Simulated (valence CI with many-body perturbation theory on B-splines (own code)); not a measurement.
**E1 line list for Au LXVII**

Level of theory: relativistic CI+MBPT: three valence electrons over a frozen Dirac-Fock core [Ne], a basis of 11 s, 11 p, 10 d, 8 f, 5 g, 2 h functions for each j, with the one-electron correlation potential Σ1, the two-electron term Σ2, the three-electron term Σ3, Breit, model QED; selected CI, second order for the rest, scaled by the run's own slope (own B-spline code, finite nucleus).

The last digits are not significant, and no measured levels were compared; by estimate large intervals hold to a few tenths of a per cent, small ones and those within an open d or f shell to about a per cent.

Lines 1 to 50 of 590 in falling wavelength, among levels below 3858.2 eV, chosen from the strongest by gf and those to the six lowest levels. Wavelengths and rates use the calculated energies. Electric multipoles are in the length gauge, E1 and E2 with the static RPA response of the core. Weak lines are less certain than strong ones. Lines between different terms over intervals too small for the method are left out, as are lines whose strength nearly cancels. The highest levels of a list are the least certain.

Levels are named by their leading jj configuration (3d3/2^4 stands for four electrons in 3d with j = 3/2), which in mixed levels can hold well under half, so a name can repeat and another be missing. Letters in brackets count levels of one name in rising energy.

```
λ vac (nm)                          Upper                       Lower   A (s⁻¹)  log gf  Branch %
     16.10     (3s 3p1/2 4p1/2) J=1/2 [a]     (3s 3p1/2 4s) J=1/2 [a]  1.27e+10   -1.00       0.0
     15.96         (3s 3p1/2 4p1/2) J=3/2         (3s 3p1/2 4s) J=3/2  8.29e+09   -0.90       0.0
     14.88             (3s^2 4p1/2) J=1/2             (3s^2 4s) J=1/2  1.72e+10   -0.94       0.1
     13.04     (3s 3p1/2 4p1/2) J=1/2 [b]         (3s 3p1/2 4s) J=3/2  2.25e+10   -0.94       0.0
     8.101     (3s 3p1/2 3p3/2) J=3/2 [a]          (3s^2 3p3/2) J=3/2  2.44e+09   -2.02       9.4
     7.750  (3p1/2 3p3/2 3d5/2) J=7/2 [b]  (3s 3p3/2 3d5/2) J=5/2 [b]  1.32e+10   -1.02       0.8
     7.648      (3p1/2 3d3/2 3d5/2) J=9/2  (3s 3d3/2 3d5/2) J=7/2 [b]  2.29e+10   -0.70       6.3
     7.645      (3p1/2 3p3/2 3d5/2) J=9/2  (3s 3p3/2 3d5/2) J=7/2 [b]  1.18e+10   -0.99       0.8
     7.284      (3p1/2 3d3/2 3d5/2) J=9/2      (3s 3d3/2 3d5/2) J=9/2  1.16e+10   -1.04       3.2
     7.278  (3p1/2 3d3/2 3d5/2) J=7/2 [a]  (3s 3d3/2 3d5/2) J=5/2 [a]  1.56e+10   -1.00       4.1
     7.164         (3s 3p1/2 3p3/2) J=5/2          (3s^2 3p3/2) J=3/2  1.72e+10   -1.10      99.9
     7.158         (3s 3p1/2 3d5/2) J=7/2          (3s^2 3d5/2) J=5/2  2.80e+10   -0.77       9.4
     7.057          (3p1/2 3d5/2^2) J=9/2          (3s 3d5/2^2) J=7/2  4.33e+10   -0.49       7.7
     6.922          (3p1/2 3d5/2^2) J=5/2          (3s 3d5/2^2) J=3/2  3.53e+10   -0.82       5.0
     6.851     (3s 3p1/2 3d3/2) J=3/2 [a]  (3s 3p1/2 3p3/2) J=3/2 [b]  2.59e+09   -2.14       0.7
     6.749      (3p1/2 3p3/2 3d5/2) J=9/2  (3s 3p3/2 3d5/2) J=7/2 [a]  1.50e+10   -0.99       1.0
     6.733     (3s 3p1/2 3d5/2) J=5/2 [b]          (3s^2 3d5/2) J=5/2  2.13e+10   -1.06       6.2
     6.643             (3s 3p1/2^2) J=1/2          (3s^2 3p1/2) J=1/2  4.64e+10   -1.21     100.0
     6.618  (3p1/2 3d3/2 3d5/2) J=5/2 [b]  (3s 3d3/2 3d5/2) J=5/2 [b]  2.34e+10   -1.03       0.6
     6.612      (3p1/2 3p3/2 3d3/2) J=7/2      (3s 3p3/2 3d3/2) J=7/2  2.18e+10   -0.94       0.7
     6.610          (3p1/2 3d5/2^2) J=1/2          (3s 3d5/2^2) J=1/2  7.22e+10   -1.02       7.6
     6.580  (3p1/2 3p3/2 3d5/2) J=5/2 [a]  (3s 3p3/2 3d5/2) J=3/2 [a]  3.26e+10   -0.90       1.4
     6.543          (3p1/2 3d3/2^2) J=3/2          (3s 3d3/2^2) J=5/2  3.60e+10   -1.03       0.6
     6.471          (3p1/2 3d5/2^2) J=3/2          (3s 3d5/2^2) J=5/2  5.30e+10   -0.88       6.4
     6.441  (3p1/2 3p3/2 3d5/2) J=3/2 [b]      (3s 3p3/2 3d5/2) J=1/2  3.48e+10   -1.06       1.1
     6.435          (3p1/2^2 3d5/2) J=5/2      (3s 3p1/2 3d5/2) J=3/2  4.32e+10   -0.79      10.2
     6.422  (3p1/2 3d3/2 3d5/2) J=7/2 [b]  (3s 3d3/2 3d5/2) J=7/2 [b]  1.82e+10   -1.05       0.5
     6.370          (3p1/2 3d5/2^2) J=5/2          (3s 3d5/2^2) J=5/2  4.02e+10   -0.83       5.6
     6.358     (3s 3p1/2 3d3/2) J=3/2 [b]  (3s 3p1/2 3p3/2) J=3/2 [b]  3.72e+10   -1.04       5.1
     6.357     (3s 3p1/2 3p3/2) J=3/2 [b]          (3s^2 3p3/2) J=3/2  3.05e+10   -1.13       2.4
     6.347          (3p1/2 3d5/2^2) J=7/2          (3s 3d5/2^2) J=9/2  5.19e+10   -0.60       6.9
     6.287  (3p1/2 3p3/2 3d5/2) J=3/2 [a]  (3s 3p3/2 3d5/2) J=5/2 [a]  4.82e+10   -0.94       1.8
     6.280          (3p1/2^2 3d5/2) J=5/2  (3s 3p1/2 3d5/2) J=5/2 [b]  4.33e+10   -0.81      10.2
     6.176          (3p1/2 3d5/2^2) J=9/2          (3s 3d5/2^2) J=9/2  3.52e+10   -0.70       6.2
     6.163  (3p1/2 3d3/2 3d5/2) J=7/2 [b]      (3s 3d3/2 3d5/2) J=9/2  5.42e+10   -0.61       1.5
     6.152  (3p1/2 3p3/2 3d5/2) J=5/2 [a]  (3s 3p3/2 3d5/2) J=5/2 [a]  3.31e+10   -0.95       1.4
     6.110     (3s 3p1/2 3d3/2) J=3/2 [a]      (3s 3p1/2 3p3/2) J=5/2  3.14e+10   -1.15       8.0
     6.086          (3p1/2 3p3/2^2) J=5/2          (3s 3p3/2^2) J=5/2  3.23e+10   -0.97       1.5
     6.037  (3p1/2 3p3/2 3d5/2) J=7/2 [b]  (3s 3p3/2 3d5/2) J=7/2 [a]  2.89e+10   -0.90       1.7
     6.003         (3s 3p1/2 3p3/2) J=1/2          (3s^2 3p3/2) J=3/2  3.80e+10   -1.39       0.8
     5.995         (3s 3p1/2 3d3/2) J=5/2  (3s 3p1/2 3p3/2) J=3/2 [b]  9.90e+09   -1.49      30.1
     5.973          (3p1/2^2 3d3/2) J=3/2      (3s 3p1/2 3d3/2) J=5/2  8.82e+10   -0.72      49.0
     5.967  (3p1/2 3p3/2 3d5/2) J=5/2 [b]  (3s 3p3/2 3d5/2) J=7/2 [a]  4.19e+10   -0.87       1.3
     5.950          (3p1/2^2 3d5/2) J=5/2      (3s 3p1/2 3d5/2) J=7/2  8.07e+10   -0.59      19.1
     5.931  (3p1/2 3p3/2 3d5/2) J=7/2 [a]      (3s 3p3/2 3d5/2) J=9/2  6.18e+10   -0.58       2.2
     5.909          (3p1/2 3p3/2^2) J=3/2          (3s 3p3/2^2) J=5/2  6.32e+10   -0.88       1.2
     5.875  (3p1/2 3p3/2 3d3/2) J=5/2 [a]       (3p1/2 3p3/2^2) J=5/2  3.29e+10   -0.99       1.7
     5.828  (3p1/2 3d3/2 3d5/2) J=5/2 [b]  (3s 3d3/2 3d5/2) J=7/2 [a]  3.11e+10   -1.02       0.8
     5.805  (3p1/2 3p3/2 3d3/2) J=5/2 [b]      (3s 3p3/2 3d3/2) J=7/2  6.98e+10   -0.67       1.4
     5.714     (3s 3p1/2 3d3/2) J=3/2 [b]      (3s 3p1/2 3p3/2) J=5/2  5.46e+10   -0.97       7.4
```
